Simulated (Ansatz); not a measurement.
WO₃, relaxed as a triplet with UKS PBE0-D4/def2-TZVP in Ansatz, starting from the PBE0-D4/def2-TZVP geometry of the neutral singlet. Force threshold 0.02 eV/Å.

In the def2 sets W takes a core potential; there is no spin–orbit coupling. The relaxation made no stability test and no search for a lower SCF solution. At PBE0-D4/def2-TZVP a singlet of charge 0 lies 1.54 eV below the triplet, each at its own geometry. The structure comes from a short search, and lower isomers may exist.

Start:

Cartesian coordinates in Å:
```
W -0.418 0.021 -0.213
O -0.193 -1.485 0.578
O -0.255 1.253 0.970
O 0.865 0.211 -1.335
```

| step | energy (eV) | largest force component (eV/Å) | SCF passes |
| --- | --- | --- | --- |
| 1 | -7962.6481 | 2.014 | 62 |
| 2 | -7962.8153 | 2.162 | 74 |
| 3 | -7962.8738 | 1.591 | 51 |
| 4 | -7962.9095 | 0.850 | 38 |
| 5 | -7962.9211 | 0.106 | 39 |
| 6 | -7962.9213 | 0.061 | 42 |
| 7 | -7962.9215 | 0.166 | 43 |
| 8 | -7962.9230 | 0.432 | 44 |
| 9 | -7962.9328 | 1.054 | 50 |
| 10 | -7962.9793 | 1.701 | 57 |
| 11 (rejected) | -7962.5055 | 9.583 | 49 |
| 12 | -7963.0562 | 0.733 | 53 |
| 13 | -7963.0783 | 0.857 | 44 |
| 14 | -7963.0831 | 0.202 | 33 |
| 15 | -7963.0836 | 0.014 | 37 |
| 16 | -7963.0836 | 0.007 | 36 |

Force components are those of the run's own axes.

End:

```xyz
4

W    -0.248   -0.014   -0.149
O    -0.242   -1.582    0.523
O    -0.357    1.432    1.072
O     0.846    0.163   -1.446
```

By distances, no bond broke or formed. The bond that changes most is W1–O3, from 1.72 to 1.90 Å (atoms count from 1).

The force fell under the threshold at step 15, but the optimiser went on. No frequencies were taken in this run, so the end may be a saddle point.

Hardware: 4 threads of Arm Neoverse V2 on a shared host. Wall time 27 s.
